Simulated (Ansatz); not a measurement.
Harmonic frequencies (cm⁻¹) at PBE0-D4/def2-TZVP from Ansatz: 49, 70, 95, 166, 224, 259, 273, 412, 415, 500, 598, 684, 722, 764, 828, 868, 880, 903, 925, 947, 1077, 1193, 1238, 1374, 1480, 2183, 2202, 2213, 2227, 2990, 3028, 3850, 3922.

Each molecule was computed in one conformer, which needn't be the lowest.

**Question.** Which molecule is it?
A. `CO[SiH](O)[SiH3]`
B. `CO[SiH2]O[SiH3]`
C. `OC[SiH2][SiH2]O`
D. `C[SiH2][GaH][Cl]`

**Answer.** C.
